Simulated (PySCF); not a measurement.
# One molecule, several mistakes: B2CH6Si

These are calculations, not measurements. The program is PySCF 2.14.0, an open-source quantum chemistry code, run on an isolated molecule that a program drew, which may never have been made. The molecule is B2CH6Si (charge 0, singlet), drawn as the SMILES string `BCB[SiH]`.

Each row is a Hartree-Fock (HF) and frozen-core CCSD(T) single point in the cc-pV(D+d)Z basis, meant for a local HF minimum. Run 1 is clean. Each other run has one planted mistake out of seven kinds, and not every kind appears here: one electron removed, one electron added, multiplicity raised by two, geometry at a saddle point, minimal basis STO-3G, one bond length entered in bohr, all coordinates scaled. The reference is restricted for singlets and unrestricted otherwise, and also for a bond in bohr. Adding or removing an electron swaps singlet and doublet. Electrons count all cores. HOMO and LUMO are orbital energies over both spins, the gradient is its largest component, and the lowest frequency (negative if imaginary) is given only where the gradient is small. Bond lengths are over the 9 bonds as drawn. T1 is the CCSD diagnostic: over 0.02 (restricted) or 0.045 (unrestricted) a single reference is doubtful.

Geometry of the clean run:
```xyz
10
B2CH6Si, angstrom
B    -1.7129   -0.6234   -0.2673
C    -0.5139    0.3138   -0.6316
B     0.7392   -0.5175   -1.1515
Si    1.4881   -2.2537   -0.4134
H    -1.6074   -1.3849    0.6616
H    -2.7317   -0.6453   -0.9030
H    -0.7651    1.1486   -1.2866
H    -0.1184    0.7158    0.3181
H     1.3457   -0.0987   -2.1122
H     2.4218   -1.5162    0.5317
```

| run | electrons | basis functions | <S^2> | HOMO (eV) | LUMO (eV) | gradient (hartree/bohr) | lowest frequency (cm^-1) | mean bond (Å) | longest bond (Å) | T1 | HF (hartree) | CCSD(T) (hartree) | mistake |
|---|---|---|---|---|---|---|---|---|---|---|---|---|---|
| 1 | 36 | 95 | 0.000 | -8.56 | 0.65 | 3.0e-05 | 48 | 1.3909 | 2.030 | 0.0157 | -379.57169 | -380.03795 | no fault |
| 2 | 36 | 95 | 2.022 | -7.85 | 0.27 | 2.6e-02 | - | 1.3909 | 2.030 | 0.0184 | -379.54998 | -379.99475 | multiplicity raised by two |
| 3 | 36 | 95 | 0.000 | -8.58 | 0.59 | 1.1e-02 | - | 1.4159 | 2.066 | 0.0157 | -379.56928 | -380.03708 | all coordinates scaled |
| 4 | 37 | 95 | 0.771 | -0.96 | 6.23 | 1.3e-02 | - | 1.3909 | 2.030 | 0.0228 | -379.57638 | -380.05662 | ? |

**Which mistake was planted in run 4, and what did it cost?**

It counts 37 electrons, one more than the clean run, at the same geometry and basis. So the mistake is: one electron added. Subtracting run 1 and multiplying by 627.51 kcal/mol a hartree, the energy moved by -2.9 kcal/mol in HF and -11.7 kcal/mol in CCSD(T).

